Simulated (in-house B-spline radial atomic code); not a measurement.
Inner-shell binding energies (edges) and X-ray emission energies of free atoms and ions, as differences of relaxed hole-state energies with first-order Breit, QED and recoil terms, without correlation or multiplet splittings, in NIST's listed ground configurations. For neutral atoms such line energies lie within some 1 to 5 eV of tabulated X-ray lines (up to 20 eV for the heaviest). K = 1s, L1 = 2s, L2 = 2p1/2, M3 = 3p3/2. A dash marks a subshell that is part filled or wasn't run, or a line left out. Computed with an all-electron radial atomic-structure program (B-spline basis): Dirac-Hartree-Fock, average of the configuration, finite nuclei.

```
 ion      configuration  L1 edge (eV)  K-L2 (eV)  K-M3 (eV)
Mo6+  [Ar] 3d10 4s2 4p6       2974.19    17371.8    19604.2
Tc6+           [Kr] 4d1       3153.76    18248.2    20615.4
Ru6+           [Kr] 4d2       3338.99    19147.8    21654.4
Rh6+           [Kr] 4d3             ?          ?          ?
Pd6+           [Kr] 4d4       3726.71    21017.2    23816.4
Ag6+           [Kr] 4d5       3929.34    21987.4      24940
Cd6+           [Kr] 4d6             ?          ?          ?
In6+           [Kr] 4d7             ?          ?          ?
Sn6+           [Kr] 4d8       4573.18      25042    28483.7
Sb6+           [Kr] 4d9       4800.04    26108.8    29723.5
Te6+          [Kr] 4d10       5033.15    27200.2    30992.9
```

Problem. Fill in the row of Rh6+.

Solution. L1 edge (eV): 3529.95; K-L2 (eV): 20070.8; K-M3 (eV): 22721.3.

Problem. Fill in the row of Cd6+.

Solution. L1 edge (eV): 4137.91; K-L2 (eV): 22981.5; K-M3 (eV): 26092.2.

Problem. Fill in the row of In6+.

Solution. L1 edge (eV): 4352.5; K-L2 (eV): 23999.6; K-M3 (eV): 27273.4.
